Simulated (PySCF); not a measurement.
# AsO₂(OH) + NH₃ → AsON + 2 H₂O

Level: PBE0 in the def2-TZVP basis family, all electrons, no relativity, computed in PySCF with density fitting; open shells unrestricted.

| species | state and structure | E (Eh) | ZPE (kJ/mol) | H(298 K) − H(0) (kJ/mol) | S° (J/(mol K)) |
| --- | --- | --- | --- | --- | --- |
| AsO₂(OH) | singlet, Cs, As–O 1.597 Å, As–O 1.604 Å, As–O 1.730 Å, O–H 0.968 Å; As–O–H 108.8°, O–As–O 111.7°, O–As–O 112.1°, O–As–O 136.2° | -2461.70235 | 53.8 | 14.5 | 297.0 |
| NH₃ | singlet, C3v, N–H 1.013 Å (×3); H–N–H 107.1° (×3) | -56.51312 | 90.6 | 10.0 | 192.4 |
| AsON | singlet, C∞v, As–N 1.607 Å, As–O 1.607 Å; N–As–O 180.0° | -2365.35496 | 14.6 | 12.1 | 253.6 |
| H₂O | singlet, C2v, O–H 0.960 Å (×2); H–O–H 105.1° | -76.37736 | 56.5 | 9.9 | 188.7 |

What is the electronic reaction energy?

At PBE0/def2-TZVP, ΔE = 277.8 kJ/mol from the differences of the total energies times 2625.5, uphill. 

Add zero-point, thermal and entropy terms for 298.15 K and 1 bar.

ΔZPE = -16.8 and Δ[H(298) − H(0)] = 7.4 kJ/mol give ΔH° = 268.4 kJ/mol. ΔS° = 141.6 J/(mol K), so ΔG° = 268.4 − 298.15 × (0.1416) = 226 kJ/mol. ΔG° would change sign near 1900 K if ΔH° and ΔS° stayed fixed.

Only the bonding shown was studied: isomers, or loss of a ligand pair, can lie lower.
